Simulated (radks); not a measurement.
Valence configurations of Yb IV (all share [Xe]). Method: Dirac Kohn-Sham, PBE, spin-unpolarised, spherical densities, finite nucleus; open shells fill j = l - 1/2 first; Fermi nuclear charge, rms radius 5.3108 fm; computed with a radial shooting solver on a logarithmic mesh with Libxc functionals. Energies are relative to 4f13; eigenvalues in eV.

[
 {"valence": "4f13", "E (eV)": "0.000", "e(4f5/2)": "-36.684", "e(4f7/2)": "-35.287", "e(5d3/2)": "-", "e(6p1/2)": "-", "e(6s1/2)": "-"},
 {"valence": "4f12.5 6p0.5", "E (eV)": "9.229", "e(4f5/2)": "-42.506", "e(4f7/2)": "-41.071", "e(5d3/2)": "-", "e(6p1/2)": "-20.334", "e(6s1/2)": "-"},
 {"valence": "4f12 5d1", "E (eV)": "12.576", "e(4f5/2)": "-44.180", "e(4f7/2)": "-42.710", "e(5d3/2)": "-27.333", "e(6p1/2)": "-", "e(6s1/2)": "-"},
 {"valence": "4f12 6s1", "E (eV)": "15.046", "e(4f5/2)": "-47.565", "e(4f7/2)": "-46.093", "e(5d3/2)": "-", "e(6p1/2)": "-", "e(6s1/2)": "-26.723"},
 {"valence": "4f12 6p1", "E (eV)": "20.800", "e(4f5/2)": "-48.624", "e(4f7/2)": "-47.151", "e(5d3/2)": "-", "e(6p1/2)": "-21.555", "e(6s1/2)": "-"},
 {"valence": "4f11 5d2", "E (eV)": "30.988", "e(4f5/2)": "-52.340", "e(4f7/2)": "-50.796", "e(5d3/2)": "-29.241", "e(6p1/2)": "-", "e(6s1/2)": "-"},
 {"valence": "4f11 6s2", "E (eV)": "39.119", "e(4f5/2)": "-59.577", "e(4f7/2)": "-58.027", "e(5d3/2)": "-", "e(6p1/2)": "-", "e(6s1/2)": "-29.062"},
 {"valence": "4f11 6s1 6p1", "E (eV)": "45.348", "e(4f5/2)": "-60.602", "e(4f7/2)": "-59.051", "e(5d3/2)": "-", "e(6p1/2)": "-23.361", "e(6s1/2)": "-29.604"},
 {"valence": "4f11 6p2", "E (eV)": "51.603", "e(4f5/2)": "-61.614", "e(4f7/2)": "-60.063", "e(5d3/2)": "-", "e(6p1/2)": "-23.856", "e(6s1/2)": "-"},
 {"valence": "4f10.5 6s2 6p0.5", "E (eV)": "58.124", "e(4f5/2)": "-66.457", "e(4f7/2)": "-64.867", "e(5d3/2)": "-", "e(6p1/2)": "-23.979", "e(6s1/2)": "-30.450"}
]

NIST lists [Xe] 4f13 as the ground configuration; this level of theory agrees among the configurations tried. The energies are those of spherical spin-averaged densities, not of single terms.
